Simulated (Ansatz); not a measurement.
Mulliken charges of FGaH₃NS, SMILES `[NH2][Ga]([F])[SH]` from PBE/def2-TZVPP in Ansatz (PBE0-D4/def2-TZVP geometry).

```tsv
atom	x (Å)	y (Å)	z (Å)	charge (e)
N1	-1.255	0.647	0.582	-0.359
Ga2	0.281	-0.138	0.074	0.509
F3	1.266	-0.818	1.357	-0.347
S4	1.091	-0.259	-1.948	-0.251
H5	-1.967	0.926	-0.070	0.155
H6	-1.609	0.536	1.517	0.163
H7	2.193	-0.893	-1.512	0.129
```

Problem. By hand: the dipole of these point charges (1 e Å = 4.8032 D).

Solution. Σ q r = (-0.404, 0.162, -0.112) e Å, of length 0.449 e Å = 2.16 D.

Problem. How does the dipole of the full density compare? (Best estimate.)

Solution. Computed: (-0.370, 0.107, -0.099) e Å, 1.91 D; the point charges give 1.13 times that, at 6° from its direction.

Point charges leave out the atoms' own dipoles, such as those of lone pairs, and Mulliken's split depends on the basis, so the close match here is no proof of good charges.
